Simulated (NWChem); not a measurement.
**Total energies of ClLi**

SMILES: [Li][Cl]
```xyz
2

Li     0.0000     0.0000    -1.7006
Cl     0.0000     0.0000     0.3001
```
Charge 0, spin multiplicity 1.

Everything below was run with NWChem. The geometry was optimised at B3LYP/def2-SVP, a minimum by its harmonic frequencies.

Basis set: 6-31G* (32 functions).

```
method   total energy (Ha)
-------  -----------------
RHF             -467.00684
MP2             -467.14254
B2PLYP          -467.60695
PBE             -467.55264
B3LYP           -467.79241
TPSS            -467.79277
CCSD(T)         -467.15815
```

Total energies of different functionals aren't comparable as a measure of quality: only differences taken within one method are. 

The correlated methods keep 5 core orbitals frozen. B3LYP has NWChem's definition, with VWN1-RPA local correlation. The Pople sets run with spherical d functions. The structure started from a generated list of species. Coupled-cluster values serve here as a point of comparison, not as the truth.
